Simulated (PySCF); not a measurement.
Species: C5H9OPSi.
SMILES with atom numbers: `[CH3:1][P@:2]1(=[O:3])[CH:4]=[CH:5][CH:6]=[C:7]1[SiH3:8]` (hydrogens: H9, H10, H11 on C1; H12 on C4; H13 on C5; H14 on C6; H15, H16, H17 on Si8)

Cartesian coordinates in Å at the GFN2-xTB level; atoms count from 1:
```
atom  x, y, z in Å
C1    -0.582   -2.041    0.231
P2    -0.652   -0.317    0.850
O3    -0.647   -0.224    2.315
C4    -2.006    0.508   -0.046
C5    -1.479    1.383   -0.907
C6    -0.023    1.439   -0.921
C7     0.609    0.619   -0.070
Si8    2.437    0.383    0.247
H9    -0.554   -2.081   -0.854
H10   -1.460   -2.564    0.605
H11    0.309   -2.504    0.652
H12   -3.055    0.329    0.112
H13   -2.055    2.022   -1.560
H14    0.486    2.118   -1.589
H15    3.155    1.347   -0.589
H16    2.788   -0.986   -0.152
H17    2.722    0.582    1.664
```

The closed-shell SCF was solved with PySCF and density fitting under several settings on one GFN2-xTB geometry (grid level 2 and gas phase unless stated).

| settings | basis functions | SCF cycles | E (Eh) | HOMO (eV) | LUMO (eV) | dipole (D) |
| --- | --- | --- | --- | --- | --- | --- |
| PBE0/pcSseg-1 | 195 | 15 | -901.3723 | -7.23 | -2.26 | 4.21 |
| CAM-B3LYP/def2-SVPD | 243 | 14 | -901.4853 | -8.52 | -1.15 | 4.55 |
| mPW1PW91/pcSseg-1, fitting basis def2-universal-jkfit, start guess atom | 195 | 12 | -901.9026 | -7.25 | -2.28 | 4.23 |

Estimate the row for these settings: KT2/pcSseg-1, IEF-PCM cyclohexane.

```csv
settings,basis functions,SCF cycles,E (Eh),HOMO (eV),LUMO (eV),dipole (D)
"KT2/pcSseg-1, IEF-PCM cyclohexane",195,18,-911.8954,-6.06,-3.04,4.40
```

Over all rows, what range does the HOMO–LUMO gap span?

From 3.02 eV (KT2/pcSseg-1, IEF-PCM cyclohexane) to 7.37 eV (CAM-B3LYP/def2-SVPD). The functional of the narrowest has no exact exchange, that of the widest range-separated exact exchange.

Cycle counts include a coarse-grid stage where the run had one. KT2 was designed for NMR shieldings or shifts; total energies of different functionals aren't comparable. The species at its GFN2-xTB geometry.
